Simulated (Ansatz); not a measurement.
System: BNH$_{2}$Cl$_{2}$, charge 0, singlet. BNH2Cl2 (SMILES ClB(N)Cl).
B3LYP-D3(BJ)/def2-TZVP minimum from Ansatz (a program for electronic structure):
```xyz
6

B     -0.2288     0.1854    -0.1886
Cl     1.3758    -0.1808    -0.8411
Cl    -0.6659    -0.3943     1.4262
N     -1.1353     0.9198    -0.9357
H     -2.0551     1.1464    -0.5970
H     -0.9212     1.2649    -1.8561
```
Charge 0, spin multiplicity 1.

Hartree-Fock and CCSD correlation energies in hartree (Ansatz). UHF or UKS for unpaired electrons; spin-orbit terms are left out. Correlated methods leave the cores frozen. No relativity.

```csv
basis,X,E(HF),"E(corr, CCSD)"
cc-pV(T+d)Z,3,-999.51187,-0.72637
cc-pV(Q+d)Z,4,-999.52467,-0.78053
cc-pV(5+d)Z,5,-999.52718,withheld
```

Problem. Fit E(corr) = E∞ + A/X³ to X = 3 and 4, predict X = 5, and compare with the run.

Solution. A = (-0.72637 - (-0.78053))/(1/27 - 1/64) = 2.5294; E∞ = -0.78053 - A/64 = -0.82005; at X = 5, E∞ + A/125 = -0.79982. The run gave -0.79818, 1.64 mEh above the prediction. The same form on X = 4 and 5 gives E∞ = -0.81670, 3.35 mEh above the first estimate.
